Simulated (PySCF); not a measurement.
CH₆N₂OSi.
Structure used (PBE0-D3(BJ)/def2-SVP), in Å, numbered top down from 1:
```xyz
11
CH6N2OSi angstrom
N     -1.6409   -1.0270   -0.2311
Si    -1.0122    0.5673   -0.1364
N      0.6160    0.7248    0.5895
C      1.6493    0.0726   -0.0014
O      1.5117   -0.6322   -0.9792
H     -1.1618   -1.6672   -0.8581
H     -1.9267   -1.5048    0.6168
H     -1.8625    1.3725    0.7855
H     -0.9564    1.1488   -1.5011
H      0.8223    1.2843    1.4096
H      2.6429    0.2298    0.4844
```

The closed-shell ground state was solved at several levels (PySCF, density fitting, gas phase, non-relativistic).

| level | basis functions | total energy (Eh) | HOMO (eV) | LUMO (eV) | gap (eV) | dipole (D) |
| --- | --- | --- | --- | --- | --- | --- |
| PBE0/pcSseg-1 | 122 | -515.5917 | -7.39 | 0.14 | 7.53 | 3.28 |
| CAM-B3LYP/def2-SVPD | 155 | -515.6751 | -8.97 | 0.90 | 9.87 | 3.32 |

(1) Estimate the row for CAM-B3LYP/pcSseg-2, a basis of 271 functions; the other rows only guide the guess.

(2) Over all these levels, which gives the widest orbital gap and which the narrowest?

(3) How far do the dipole and the HOMO energy spread over the levels?

Results:

(1) Total energy -516.0374 Eh, HOMO -8.94 eV, LUMO 0.89 eV, gap 9.83 eV, dipole 3.35 D.

(2) CAM-B3LYP/def2-SVPD (range-separated hybrid) has the widest, 9.87 eV, and PBE0/pcSseg-1 (global hybrid, 25 % exact exchange) the narrowest, 7.53 eV. Functional and basis both differ between the two, so the spread mixes both effects.

(3) The dipole runs from 3.28 to 3.35 D (mean 3.32 D) and the HOMO from -8.97 to -7.39 eV.

One conformer stands for the species.
